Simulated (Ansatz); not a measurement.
Mulliken charges of CH₃Cl₂FO₂W, SMILES `C[O][W](=[O])([F])([Cl])[Cl]` from PBE/def2-TZVPP in Ansatz (PBE0-D4/def2-TZVP geometry).

| atom | x (Å) | y (Å) | z (Å) | charge (e) |
| --- | --- | --- | --- | --- |
| C1 | 0.533 | -1.617 | 0.333 | -0.117 |
| O2 | -0.335 | -0.644 | -0.171 | -0.220 |
| W3 | -0.546 | 1.176 | -0.337 | 0.921 |
| O4 | -2.013 | 1.246 | -1.146 | -0.249 |
| F5 | -0.133 | 2.985 | -0.160 | -0.232 |
| Cl6 | -0.889 | 1.254 | 1.939 | -0.228 |
| Cl7 | 1.194 | 1.150 | -1.847 | -0.228 |
| H8 | 1.509 | -1.520 | -0.152 | 0.115 |
| H9 | 0.648 | -1.477 | 1.413 | 0.115 |
| H10 | 0.115 | -2.603 | 0.130 | 0.122 |

**Question.** By hand: the dipole of these point charges (1 e Å = 4.8032 D).

**Answer.** Σ q r = (0.233, -0.799, 0.151) e Å, of length 0.846 e Å = 4.06 D.

**Question.** How does the dipole of the full density compare? (Best estimate.)

**Answer.** Computed: (0.319, -0.706, 0.195) e Å, 3.84 D; the point charges give 1.06 times that, at 9° from its direction.

Point charges leave out the atoms' own dipoles, such as those of lone pairs, and Mulliken's split depends on the basis, so the close match here is no proof of good charges.
